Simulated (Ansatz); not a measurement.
`BC[SiH](O)F` and `C[Te][SiH](O)F` differ in one atom or group.

Ansatz, PBE0-D4/def2-TZVP geometries, multiplicity 1. Each molecule was computed in one conformer, which needn't be the lowest.

Elements past krypton have def2 core potentials.  Spin–orbit coupling is left out; it splits and shifts lone-pair levels of the heavy atoms by tenths of an eV.

```csv
property,`BC[SiH](O)F`
HOMO–LUMO gap (B3LYP/def2-TZVPP) / eV,7.06
HOMO–LUMO gap (PBE0/def2-TZVPP) / eV,7.50
LUMO energy (PBE0/def2-TZVPP) / eV,-1.49
LUMO energy (ωB97M-V/def2-TZVPP) / eV,0.43
HOMO energy (ωB97M-V/def2-TZVPP) / eV,-11.24
HOMO energy (PBE/def2-TZVPP) / eV,-7.63
```

Give the same properties after the change, and the shifts. (Best estimate.)

Ansatz gave: 
```
                             property  `C[Te][SiH](O)F`  shift
HOMO–LUMO gap (B3LYP/def2-TZVPP) / eV              5.11  -1.95
 HOMO–LUMO gap (PBE0/def2-TZVPP) / eV              5.56  -1.94
   LUMO energy (PBE0/def2-TZVPP) / eV             -0.91   0.58
LUMO energy (ωB97M-V/def2-TZVPP) / eV              0.87   0.44
HOMO energy (ωB97M-V/def2-TZVPP) / eV             -8.55   2.69
    HOMO energy (PBE/def2-TZVPP) / eV             -5.42   2.21
```

With PBE0 the HOMO rises by 2.53 eV and the LUMO rises by 0.58 eV, so the gap narrows by about 1.95 eV. PBE moves the HOMO by 2.21 eV and ωB97M-V by 2.69 eV.

B3LYP here is the variant with VWN-RPA as its local correlation; programs differ in this.
